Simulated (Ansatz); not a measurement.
CH7NOSi2, SMILES `N[SiH2]C1O[SiH2]1`. Charge 0, multiplicity 1.

```xyz
12

N     2.0979   -0.9478    0.6433
Si    0.3830   -0.8698    0.6216
C    -0.3887    0.7651    0.1536
O    -0.1336    1.1566   -1.2740
Si   -1.7540    0.9030   -1.0275
H     2.6063   -0.8521   -0.2216
H     2.6094   -0.5324    1.4052
H    -0.0969   -1.1995    1.9910
H    -0.0989   -1.8588   -0.3780
H    -0.2413    1.6133    0.8261
H    -2.3617   -0.2776   -1.6769
H    -2.6218    2.0999   -1.0629
```

Problem. What are the harmonic wavenumbers in cm⁻¹ at PBE0-D4/def2-TZVP (Ansatz, finite differences of forces, unscaled)? (Estimate.)

Solution. Ansatz gave: 69, 116, 161, 224, 300, 407, 483, 519, 621, 638, 681, 766, 787, 822, 860, 894, 915, 915, 939, 988, 1070, 1231, 1584, 2215, 2223, 2257, 2274, 3092, 3600, 3693.

Problem. Is this a minimum?

Solution. Yes, all 30 modes are real.

Problem. Give the ideal-gas thermochemistry at 298.15 K and 1 bar (rigid rotor, harmonic oscillator; point group C1, symmetry number 1).

Solution. Zero-point energy 211.4 kJ/mol; H(298) − E = 234.0 kJ/mol; entropy 356.4 J/(mol·K), of which translation 166.9, rotation 113.5, vibration 76.0; G(298) − E = 127.7 kJ/mol. Modes under 100 cm⁻¹ are hindered rotations or soft bends, so the harmonic entropy is rough.

Problem. Rotational constants (cm⁻¹)?

Solution. 0.2915, 0.05408, 0.0498.
